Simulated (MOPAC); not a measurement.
Input file for MOPAC: PM6 on AlClFH (SMILES [F][AlH][Cl]), a point of a bond scan (R = 2.087 Å).

```
PM6 1SCF PRECISE CHARGE=0 THREADS=1
AlClFH

Al    -0.56121200 1     0.17720720 1    -0.47070291 1
H     -1.75578251 1    -0.36994628 1    -1.30318825 1
F     -0.21592676 1     1.78615354 1    -0.49600494 1
Cl     0.64675761 1    -1.05936054 1     0.69919827 1
```

It printed:

```
*******************************************************************************
 **                                                                           **
 **                              MOPAC v23.2.5                                **
 **                                                                           **
 *******************************************************************************
 ** MOPAC's Digital Object Identifier: https://doi.org/10.5281/zenodo.6511958 **
 **                                                                           **
 ** Please cite the open-source release paper for use of this MOPAC version:  **
 ** J. E. Moussa and J. J. P. Stewart (2026)                                  **
 ** MOPAC: An open-source semiempirical molecular orbital program             **
 ** J. Open Source Softw., 11(119), 8025, https://doi.org/10.21105/joss.08025 **
 *******************************************************************************

                              PM6 CALCULATION RESULTS

 *******************************************************************************
 *  PM6        - The PM6 Hamiltonian to be used
 *
 *
 *
 *                 CHARGE ON SYSTEM = 0
 *
 *
 *
 *  PRECISE    - TIGHTER CRITERIA TO BE USED
 *  1SCF       - DO 1 SCF AND THEN STOP
 *  THREADS=1  - MULTI-THREADING NOT USED
 *  T=         - A TIME OF 172800.0 SECONDS REQUESTED
 *  DUMP=N     - RESTART FILE WRITTEN EVERY 7200.0 SECONDS REQUESTED
 *******************************************************************************
PM6 1SCF PRECISE CHARGE=0 THREADS=1
 AlClFH

   ATOM   CHEMICAL          X               Y               Z
  NUMBER   SYMBOL      (ANGSTROMS)     (ANGSTROMS)     (ANGSTROMS)

     1      Al         -0.56121200  *   0.17720720  *  -0.47070291  *
     2       H         -1.75578251  *  -0.36994628  *  -1.30318825  *
     3       F         -0.21592676  *   1.78615354  *  -0.49600494  *
     4      Cl          0.64675761  *  -1.05936054  *   0.69919827  *



          CARTESIAN COORDINATES

    NO.       ATOM           X           Y           Z

     1        Al         -0.5612      0.1772     -0.4707
     2         H         -1.7558     -0.3699     -1.3032
     3         F         -0.2159      1.7862     -0.4960
     4        Cl          0.6468     -1.0594      0.6992

 General Reference for PM6:
 "Optimization of Parameters for Semiempirical Methods V: Modification of NDDO Approximations
 and Application to 70 Elements", J. J. P. Stewart, J. Mol. Mod., 13, 1173-1213 (2007)
 URL: https://link.springer.com/article/10.1007/s00894-007-0233-4

           Empirical Formula: H Al F Cl  =     4 atoms



      MOLECULAR POINT GROUP   :   Cs


      RHF CALCULATION, NO. OF DOUBLY OCCUPIED LEVELS = 9


 -------------------------------------------------------------------------------
 PM6 1SCF PRECISE CHARGE=0 THREADS=1
 AlClFH



     1SCF WAS SPECIFIED, SO BFGS WAS NOT USED
     SCF FIELD WAS ACHIEVED


                              PM6 CALCULATION
                                                       MOPAC v23.2.5 Linux




          FINAL HEAT OF FORMATION =       -117.72362 KCAL/MOL =    -492.55564 KJ/MOL


          COSMO AREA              =        100.07 SQUARE ANGSTROMS
          COSMO VOLUME            =         86.31 CUBIC ANGSTROMS

          IONIZATION POTENTIAL    =         11.458052 EV
          HOMO LUMO ENERGIES (EV) =        -11.458  0.555
          NO. OF FILLED LEVELS    =          9
          MOLECULAR WEIGHT        =         82.4408         POINT GROUP:  Cs

          MOLECULAR DIMENSIONS (Angstroms)

            Atom       Atom       Distance
           Cl     4    F     3     3.20463
            H     2   Cl     4     2.49682
           Cl     4   Al     1     0.00000


          SCF CALCULATIONS        =          1





   ATOM   CHEMICAL          X               Y               Z
  NUMBER   SYMBOL      (ANGSTROMS)     (ANGSTROMS)     (ANGSTROMS)

     1      Al         -0.56121200  *   0.17720720  *  -0.47070291  *
     2       H         -1.75578251  *  -0.36994628  *  -1.30318825  *
     3       F         -0.21592676  *   1.78615354  *  -0.49600494  *
     4      Cl          0.64675761  *  -1.05936054  *   0.69919827  *

                             CARTESIAN COORDINATES

   1   Al       -0.561212000     0.177207200    -0.470702910
   2    H       -1.755782510    -0.369946280    -1.303188250
   3    F       -0.215926760     1.786153540    -0.496004940
   4   Cl        0.646757610    -1.059360540     0.699198270


           Empirical Formula: H Al F Cl  =     4 atoms



      MOLECULAR POINT GROUP   :   Cs


                  EIGENVALUES
 -39.42627 -26.65084 -16.42713 -15.38160 -15.08312 -14.42937 -13.03599 -11.72391
 -11.45805   0.55470   1.12753   3.30076   4.71769  88.14397  88.58475  90.06362
  90.11322  90.85707  96.34823  97.29131  97.89239  98.55599  99.77318


              NET ATOMIC CHARGES AND DIPOLE CONTRIBUTIONS

  ATOM NO.   TYPE          CHARGE      No. of ELECS.   s-Pop       p-Pop       d-Pop
    1         Al           0.760767        2.2392     0.94223     1.25192     0.04508
    2          H          -0.047871        1.0479     1.04787
    3          F          -0.389997        7.3900     1.96662     5.42338
    4         Cl          -0.322900        7.3229     1.98896     5.33053     0.00341
 DIPOLE           X         Y         Z       TOTAL
 POINT-CHG.    -2.246    -0.970    -1.576     2.910
 HYBRID         0.542     0.217     0.384     0.698
 SUM           -1.704    -0.754    -1.192     2.212


          ATOMIC ORBITAL ELECTRON POPULATIONS

     Atom    s        px        py        pz      x^2-y^2     xz        z^2       yz        xy
    1 Al   0.94223   0.45205   0.48666   0.31321   0.01245   0.00672   0.00611   0.00894   0.01086
    2  H   1.04787
    3  F   1.96662   1.94505   1.52322   1.95510
    4 Cl   1.98896   1.78144   1.77009   1.77901   0.00034   0.00105   0.00019   0.00091   0.00092

 **********************
 *                    *
 * JOB ENDED NORMALLY *
 *                    *
 **********************




 == MOPAC DONE ==
```

The run finished.

Cost: about 0.05 core-seconds (a rough figure).
